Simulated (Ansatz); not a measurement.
A nudged elastic band was laid between two geometries of CH₈AsNSi (12 atoms, charge 0, multiplicity 1).

These are results of RKS PBE0/def2-SVP in Ansatz, not measurements.

- movable images: 5
- climbing image: yes
- spring: 5.0 eV/Å²
- optimiser: quadratic models (default)
- start path: through a guess of the saddle point
- force threshold: 0.03 eV/Å
- iteration limit: 60
- end points: relaxed

Image 0:

```xyz
12
Properties=species:S:1:pos:R:3
N -0.844 1.380 0.516
C 0.195 0.368 0.439
Si 0.390 -0.243 -1.341
As -0.333 -1.113 1.669
H -0.638 2.169 -0.096
H -0.934 1.753 1.460
H 1.197 0.684 0.807
H -0.861 -0.906 -1.814
H 0.678 0.921 -2.245
H 1.534 -1.201 -1.425
H 0.891 -1.984 1.390
H -1.198 -1.882 0.673
```

Image 6:

```xyz
12
Properties=species:S:1:pos:R:3
N -0.624 1.546 0.446
C 0.279 0.416 0.418
Si 0.494 -0.178 -1.368
As -0.246 -1.044 1.705
H -1.563 1.286 0.148
H -0.706 1.954 1.375
H 1.273 0.746 0.765
H -0.854 -0.547 -1.905
H 1.076 0.897 -2.229
H 1.381 -1.380 -1.417
H 0.836 -2.052 1.322
H -1.268 -1.699 0.774
```

Q: What changes between the two ends?

A: No bond is made or broken. The height of N1 over the plane of its neighbours goes from -0.37 to 0.36 Å.

Q: Give the energies along the band, and the barrier.

A: It converged. The highest image is number 3 of 0 to 6, 0.131 eV above the first end and 0.173 eV above the last; the last end lies 0.042 eV below the first. A vibrational analysis at the climbing image gives one clearly imaginary mode, 554i cm⁻¹: a first-order saddle point.

| image | path coordinate (Å) | energy (eV) | height of N1 over the plane of its neighbours (Å) |
| --- | --- | --- | --- |
| 0 | 0.00 | 0.000 | -0.37 |
| 1 | 0.55 | 0.032 | -0.36 |
| 2 | 1.10 | 0.081 | -0.33 |
| 3 | 1.65 | 0.131 | -0.06 |
| 4 | 1.87 | 0.061 | 0.16 |
| 5 | 2.08 | -0.023 | 0.31 |
| 6 | 2.29 | -0.042 | 0.36 |

Q: What is the geometry of the highest image?

A: 
```xyz
12
Properties=species:S:1:pos:R:3:forces:R:3
N -0.739 1.395 0.588 -0.02 0.01 0.00
C 0.235 0.356 0.488 0.00 0.00 0.01
Si 0.504 -0.158 -1.315 0.00 0.00 0.00
As -0.242 -1.179 1.716 0.02 0.00 -0.01
H -1.536 1.415 -0.028 0.00 0.00 0.00
H -0.572 2.215 1.148 0.01 0.00 0.00
H 1.207 0.714 0.866 0.00 0.00 0.00
H -0.830 -0.518 -1.892 0.00 0.00 0.00
H 1.060 0.982 -2.112 0.00 0.00 0.00
H 1.420 -1.332 -1.435 0.00 0.00 0.00
H 0.841 -2.155 1.246 0.00 -0.01 0.01
H -1.270 -1.791 0.764 0.00 0.00 0.00
```

Q: What are the harmonic wavenumbers there?

A: 554i, 103, 142, 188, 212, 247, 267, 439, 601, 633, 710, 785, 814, 921, 938, 945, 994, 1022, 1101, 1168, 1331, 1600, 2182, 2200, 2212, 2219, 2237, 3082, 3663, 3790 cm⁻¹.

Time of the run: 5.5 min on 2 threads of Arm Neoverse V1 (shared host), peak memory 0.3 GiB.
